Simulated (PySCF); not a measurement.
## Fluorine: a sound run and one with changed settings

Sound run: F+ [He] 2s2 2p4, F(2+) [He] 2s2 2p3. Calculation: PySCF 2.14, in def2-TZVP (5s3p2d1f, 31 functions); the non-relativistic Hamiltonian (point nucleus). The sound run starts from symmetry-adapted Hartree-Fock orbitals and uses a fine grid where one is needed.

A second run was set up differently.

| species | method | sound run (hartree) | changed run (hartree) | converged |
| --- | --- | --- | --- | --- |
| F+ | UHF | -98.83647 | -98.83647 | yes |
| F+ | B3LYP | -99.11970 | -99.11409 | yes |
| F+ | M06-L | -99.12123 | -99.13269 | yes |
| F(2+) | UHF | -97.60872 | -97.60872 | yes |
| F(2+) | B3LYP | -97.81303 | -97.80848 | yes |
| F(2+) | M06-L | -97.82738 | -97.82107 | yes |

Ionisation energy of F+:

```csv
method,sound run (eV),changed run (eV)
UHF,33.409,33.409
B3LYP,35.556,35.527
M06-L,35.207,35.691
```

(1) What was changed?
A. basis contracted for another Hamiltonian
B. level shift left on
C. too few SCF iterations
D. radial grid too coarse

## Answers

(1) D. It used radial step 0.5 in ln r (0.13 in the sound run). A coarse radial grid mis-integrates the density and the exchange-correlation energy, with errors of either sign; Hartree-Fock needs no grid.
